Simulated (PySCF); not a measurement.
# Electron correlation in O (oxygen, neutral)

[He] 2s2 2p4, high-spin 3P determinant. All numbers are calculated (PySCF 2.14, the spin-free X2C one-electron Hamiltonian (Gaussian nucleus), in x2c-QZVPPall (7s4p3d2f1g, 57 functions)). Frozen: nothing; 8 electrons correlated.

```
  level  correlation energy (mhartree)
   CCSD                        -196.12
    (T)                          -3.85
CCSD(T)                        -199.97
```

Diagnostics: T1 = 0.0059, D1 = 0.0115, largest double amplitude 0.029.

**Question.** Is a single reference adequate?

**Answer.** Yes: T1 lies below 0.03 and no double amplitude reaches 0.07.

This basis was not built for core-valence correlation, so the inner-shell part is incomplete.
